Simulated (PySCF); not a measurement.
## Atomic charges by several schemes

Compound: (MgS)2 ring, Mg₂S₂.
Geometry (PBE0-D3(BJ)/def2-SVP, Å), atoms numbered from 1 in this order:
```xyz
4
Mg2S2 angstrom
Mg    -1.2556    0.0624   -0.4528
S     -0.6492   -0.4892    1.7314
Mg     1.2555   -0.0625    0.4531
S      0.6493    0.4893   -1.7317
```

Density: PBE0/pcSseg-1 (PySCF); schemes: Mulliken, IAO, Hirshfeld and ESP-fitted. Geometry: PBE0-D3(BJ)/def2-SVP; no solvent, vibrations or thermal averaging.

Atoms with like bonding are taken together and averaged. Do the Mulliken, IAO, Hirshfeld and ESP-fitted schemes agree on where the charge is highest?

All schemes agree: Mulliken Mg1/Mg3 (+0.880); IAO Mg1/Mg3 (+1.382); Hirshfeld Mg1/Mg3 (+0.559); ESP-fitted Mg1/Mg3 (+0.938).

At which atom do the 4 schemes differ most?

At Mg1/Mg3 and S2/S4: from +0.559 (Hirshfeld) to +1.382 e (IAO), 0.823 e apart.

For which atoms does the sign change between the 4 schemes (beyond +0.03 e in one, beyond −0.03 e in another)?

For none.

Tabulate the Mulliken, IAO, Hirshfeld and ESP-fitted charges.

In e; atoms taken as equivalent share a row and are averaged (×n: the atom named and its like, n in all):

```tsv
atom	environment	Mulliken	IAO	Hirshfeld	ESP-fitted
Mg1/Mg3	magnesium bonded to 2 S	+0.880	+1.382	+0.559	+0.938
S2/S4	sulfur bonded to 2 Mg	-0.880	-1.382	-0.559	-0.938
```

Mean size of the charges over all atoms: IAO 1.382 e, ESP-fitted 0.938 e, Mulliken 0.880 e, Hirshfeld 0.559 e. Each set sums to the total charge, 0, to within 0.001 e. The Mulliken scheme gives each basis function's population to the atom it is centred on and halves the overlap population of two atoms between them. The Hirshfeld scheme divides the density at each point in proportion to the densities of the neutral, spherically averaged free atoms.

Sum the charges by element.

| element | atoms | Mulliken | IAO | Hirshfeld | ESP-fitted |
| --- | --- | --- | --- | --- | --- |
| Mg | 2 | +1.759 | +2.765 | +1.118 | +1.875 |
| S | 2 | -1.760 | -2.765 | -1.118 | -1.875 |

How many electrons does the IAO scheme count on S4?

Its own charge is -1.382 e, so Z − q = 17.382.
